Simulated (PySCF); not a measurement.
H7FSi3, singlet, at a GFN2-xTB geometry. Base run: PBE/6-31G (PySCF).

Here is a job for PySCF.
```python
from pyscf import gto, scf, dft, solvent

mol = gto.Mole()
mol.atom = '''
    Si   -2.18014031   -0.02756269    0.34260356
    Si   -0.16987828    1.08901192    0.03795850
    Si    1.73214027   -0.21776243   -0.02152821
    F     1.29990937   -1.60574700   -0.73555363
    H    -2.14989793   -0.85888919    1.55033688
    H    -3.32468877    0.87714902    0.49016132
    H    -2.48963554   -0.91500647   -0.78050937
    H    -0.22473523    1.90691453   -1.18847336
    H     0.02891694    2.09561233    1.09752774
    H     2.24907462   -0.67778722    1.26518893
    H     2.86207783    0.21211474   -0.84072334
'''
mol.basis = '6-31g'
mol.verbose = 4
mol.build()

mf = dft.RKS(mol)
mf.xc = 'pbe'
mf.kernel()
```

Variants of this job, named by their change:

```json
[
 {"change": "base", "ΔE vs base (kcal/mol)": "0.000", "dipole (D)": "2.02", "HOMO-LUMO gap (eV)": "5.73"},
 {"change": "model = ddCOSMO; solvent = tetrahydrofuran", "ΔE vs base (kcal/mol)": "-2.59", "dipole (D)": "2.42", "HOMO-LUMO gap (eV)": "5.81"},
 {"change": "model = IEF-PCM; solvent = tetrahydrofuran; vdw_scale = 1.1", "ΔE vs base (kcal/mol)": "___", "dipole (D)": "___", "HOMO-LUMO gap (eV)": "5.82"},
 {"change": "model = IEF-PCM; solvent = tetrahydrofuran; vdw_scale = 1.4", "ΔE vs base (kcal/mol)": "___", "dipole (D)": "___", "HOMO-LUMO gap (eV)": "___"},
 {"change": "model = C-PCM; solvent = tetrahydrofuran", "ΔE vs base (kcal/mol)": "___", "dipole (D)": "___", "HOMO-LUMO gap (eV)": "5.81"},
 {"change": "model = IEF-PCM; solvent = tetrahydrofuran; lebedev_order = 41", "ΔE vs base (kcal/mol)": "-2.15", "dipole (D)": "2.41", "HOMO-LUMO gap (eV)": "5.80"},
 {"change": "model = IEF-PCM; solvent = dimethylsulfoxide", "ΔE vs base (kcal/mol)": "-2.60", "dipole (D)": "2.51", "HOMO-LUMO gap (eV)": "5.82"},
 {"change": "model = IEF-PCM; solvent = n-hexane", "ΔE vs base (kcal/mol)": "-0.96", "dipole (D)": "2.18", "HOMO-LUMO gap (eV)": "5.76"},
 {"change": "model = COSMO; solvent = tetrahydrofuran", "ΔE vs base (kcal/mol)": "-2.13", "dipole (D)": "2.41", "HOMO-LUMO gap (eV)": "5.80"},
 {"change": "model = IEF-PCM; solvent = tetrahydrofuran; lebedev_order = 11", "ΔE vs base (kcal/mol)": "-2.18", "dipole (D)": "2.40", "HOMO-LUMO gap (eV)": "5.80"},
 {"change": "model = IEF-PCM; solvent = tetrahydrofuran", "ΔE vs base (kcal/mol)": "-2.15", "dipole (D)": "2.41", "HOMO-LUMO gap (eV)": "5.80"},
 {"change": "model = SS(V)PE; solvent = tetrahydrofuran", "ΔE vs base (kcal/mol)": "-2.13", "dipole (D)": "2.40", "HOMO-LUMO gap (eV)": "5.80"}
]
```

Question: Complete the blanks.

Answer: 
- model = IEF-PCM; solvent = tetrahydrofuran; vdw_scale = 1.1, ΔE vs base (kcal/mol): -3.11
- model = IEF-PCM; solvent = tetrahydrofuran; vdw_scale = 1.1, dipole (D): 2.48
- model = IEF-PCM; solvent = tetrahydrofuran; vdw_scale = 1.4, ΔE vs base (kcal/mol): -1.20
- model = IEF-PCM; solvent = tetrahydrofuran; vdw_scale = 1.4, dipole (D): 2.31
- model = IEF-PCM; solvent = tetrahydrofuran; vdw_scale = 1.4, HOMO-LUMO gap (eV): 5.78
- model = C-PCM; solvent = tetrahydrofuran, ΔE vs base (kcal/mol): -2.29
- model = C-PCM; solvent = tetrahydrofuran, dipole (D): 2.44

The base is the gas phase, so ΔE is the electrostatic part of solvation at a fixed geometry, without cavity and dispersion terms.
